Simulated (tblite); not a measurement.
C6H8ClFO.
Numbering: `[F:1][CH2:2][C@@H:3]1[CH2:4][CH2:5][CH:6]=[C:7]([Cl:8])[O:9]1` (hydrogens: H10, H11 on C2; H12 on C3; H13, H14 on C4; H15, H16 on C5; H17 on C6)

Computed with GFN2-xTB (tblite), gas phase: nudged elastic band of 9 images (0 to 8), spring 0.2 eV/Å², climbing image at the end, force threshold 0.05 eV/Å. No saddle search or frequency run followed, so the top image need not be a first-order saddle, and its height can exceed the method's true barrier by a kcal/mol or more.

The band describes a rotation about C2–C3 (sp3 C–F carbon, sp3 carbon bound to oxygen), followed by the dihedral F1–C2–C3–C4, from the optimised start (-67°) to a second optimised geometry at 45°.

Problem. Give the energy profile along the converged band.

Solution. 
| image | dihedral (°) | E (eV) | C2–C3 (Å) | F1···C4 (Å) | largest true force (eV/Å) |
| --- | --- | --- | --- | --- | --- |
| 0 | -67 | 0.000 | 1.529 | 2.98 | 0.01 |
| 1 | -52 | 0.014 | 1.530 | 2.84 | 0.05 |
| 2 | -38 | 0.044 | 1.533 | 2.74 | 0.06 |
| 3 | -24 | 0.077 | 1.537 | 2.68 | 0.06 |
| 4 | -10 | 0.099 | 1.538 | 2.64 | 0.04 |
| 5 | 5 | 0.102 | 1.537 | 2.64 | 0.05 |
| 6 | 19 | 0.089 | 1.534 | 2.67 | 0.05 |
| 7 | 32 | 0.071 | 1.530 | 2.73 | 0.05 |
| 8 | 45 | 0.063 | 1.528 | 2.81 | 0.01 |

Barriers of this band. The top is image 5 at 5°: 0.102 eV forward and 0.039 eV back; the end lies 0.063 eV above the start. The central bond is 0.008 Å longer at the top than at the start.

Problem. What rate follows at 200 K for crossing this barrier forward?

Solution. Taking the electronic barrier for the free energy of activation (no zero-point or entropy terms, transmission 1), rate = (kT/h)·exp(−ΔE/kT) ≈ 1 × 10^10 s⁻¹, whose inverse is 9 × 10^-11 s. An error of 1 kcal/mol in the barrier changes this by a factor of 12, and the method and the loose band can each miss by that much or more.

Problem. How would the two end points share their population at 200 K, from these energies alone?

Solution. exp(−ΔE/kT) with ΔE = 0.063 eV gives 0.026 for the higher one (end) against 1 for the lower, without vibrational, rotational or degeneracy terms. GFN2-xTB can put conformers this close in the wrong order.

Problem. How long is the path, and how are the images spaced?

Solution. Cartesian distances between aligned neighbours (all atoms, Å): 0.48, 0.45, 0.45, 0.44, 0.44, 0.45, 0.44, 0.43; the sum is 3.59 Å, and the top lies 63 % of the way along.

What follows is the cost of the whole band run. Hardware: one thread of an AMD EPYC 7B13, shared host. Cost: 3.1 s of wall time, 0.18 GiB resident at most.
